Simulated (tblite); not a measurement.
C6H13NSi.
Numbering: `[CH2:1]=[C:2]1[CH2:3][Si@@H:4]([CH3:5])[NH:6][C@H:7]1[CH3:8]` (hydrogens: H9, H10 on C1; H11, H12 on C3; H13 on Si4; H14, H15, H16 on C5; H17 on N6; H18 on C7; H19, H20, H21 on C8)

Computed geometry: GFN2-xTB, gas phase.

(1) List the bond lengths, angles and torsions at this level.

Answers

(1) 
| bond | length (Å) |
| --- | --- |
| C1=C2 | 1.322 |
| C2–C3 | 1.493 |
| C3–Si4 | 1.901 |
| Si4–C5 | 1.894 |
| Si4–N6 | 1.711 |
| N6–C7 | 1.448 |
| C7–C8 | 1.534 |
| C2–C7 | 1.510 |
| C1–H9 | 1.078 |
| C1–H10 | 1.077 |
| C3–H11 | 1.091 |
| C3–H12 | 1.086 |
| Si4–H13 | 1.477 |
| C5–H14, C5–H15, C5–H16 | 1.085 |
| N6–H17 | 1.005 |
| C7–H18 | 1.100 |
| C8–H19, C8–H20, C8–H21 | 1.087 |

Bonds in one row agree within 0.01 Å and their mean is given. A selection of angles:
| angle | degrees |
| --- | --- |
| C1–C2–C3 | 124.6 |
| C1–C2–C7 | 122.5 |
| C3–C2–C7 | 112.8 |
| C2–C3–Si4 | 102.5 |
| C3–Si4–C5 | 116.5 |
| C3–Si4–N6 | 91.1 |
| C5–Si4–N6 | 112.8 |
| Si4–N6–C7 | 116.5 |
| N6–C7–C8 | 110.7 |
| C2–C7–N6 | 107.1 |
| C2–C7–C8 | 110.8 |
| H17–N6–Si4 | 127.9 |
| H17–N6–C7 | 115.1 |

Torsions: C1–C2–C3–Si4 -145° (anticlinal); C2–C3–Si4–C5 -142° (anticlinal); C3–Si4–N6–C7 14° (synperiplanar); Si4–N6–C7–C8 -119° (anticlinal); C1–C2–C7–N6 153° (antiperiplanar).

The 5-membered ring C2–C3–Si4–N6–C7 has internal angles of 91.1° to 116.5° (sum 530°, against 540° for a flat polygon); it is puckered, 0.15 Å rms from its mean plane, widest ring torsion 33°. The 4 C–C bonds span 1.322 Å (C1=C2, drawn double) to 1.534 Å (C7–C8, drawn single), a spread of 0.212 Å. Of the pairs four or more bonds apart, H10···H12 is among the closest relative to their van der Waals radii: 2.50 Å, 104 % of the sum of Bondi's values. Si4 (SiH silicon) has angles from 91.1° to 116.5°. N6 (silicon-bound nitrogen) is planar (angles 127.9°, 116.5° and 115.1°, sum 359.6°, 0.05 Å off the plane of its three neighbours).

Point group: C1 (no symmetry element, even within 0.4 Å). Its GFN2-xTB frequencies are all real (lowest 45 cm⁻¹). The numbers are those of one conformer. 2 starts were optimised and ended at 0.00 and 1.65 kcal/mol (GFN2-xTB); the lowest of these is shown.

The run took 0.57 s wall on AMD EPYC 9R45, one thread, shared host. This is the geometry optimisation.
